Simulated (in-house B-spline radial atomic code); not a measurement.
A calculation on Al II (Al+): its settings, and results tabulated from the run. Computed with a B-spline radial code for spherical atoms: Dirac-Hartree-Fock, average of configuration, Fermi nucleus of rms radius 3.061 fm, inside a hard spherical wall at 8.47 bohr.

Command:
```bash
python run_scf.py task.json out
```
Settings (nuclear radius in fm, mass in u):
```
Z                13
configuration    [Ne] 3s1 3d1
hamiltonian      dirac
method           hf
spin_polarised   False
nucleus          fermi
rms_radius       3.061
atomic_mass      26.98154
speed_of_light   137.035999084
wall_radius      8.47
```

Output (hartree, bohr):
```
 radial grid: 67 intervals, B-splines of order 8, outer radius 8.47 bohr

 iter        energy (Eh)    residual
    1       -241.2340552    2.28e-01
    2       -241.6736315    4.82e-02
    3       -241.7070420    1.70e-02
    4       -241.7112522    6.18e-03
    5       -241.7118247    1.81e-03
    6       -241.7118765    4.53e-05
    7       -241.7118765    3.80e-06
    8       -241.7118765    1.55e-07

 total energy                     -241.711877
 kinetic                            242.69448
 electron-nucleus                  -573.96872
 electron-electron                   89.56237

 first-order corrections (not in the total)
   Gaunt                            0.04503
   retardation                     -0.00288
   frequency dependence            -0.00002
   self-energy                      0.02915
   Uehling                         -0.00174
   Wichmann-Kroll                   0.00000

 orbital      occ     eigenvalue          <r>       <r^2>       <1/r>     <1/r^3>       r_max    small
 1s1/2      2.000      -59.12272      0.11991   0.0193601     12.6447           -     0.07841  2.12e-03
 2s1/2      2.000       -5.39401     0.618087    0.456193      2.3607           -      0.4945  2.91e-04
 2p1/2      2.000       -3.69757     0.596909    0.449439     2.21899           -      0.4303  2.64e-04
 2p3/2      4.000       -3.68015     0.598954    0.452365     2.20929      35.131      0.4318  2.63e-04
 3s1/2      1.000       -0.77144      2.29295     6.01786    0.575535           -       1.954  3.38e-05
 3d3/2      0.400       -0.22887      4.00223     17.9362    0.290037   0.0494803       3.682  1.03e-05
 3d5/2      0.600       -0.22887      4.00214     17.9355    0.290045   0.0494722       3.682  1.03e-05
```

Time taken, with all properties: 0.78 s on 1 thread of Arm Neoverse V2 (shared host).

For the Dirac Hamiltonian the kinetic term is c α·p + (β - 1)c².
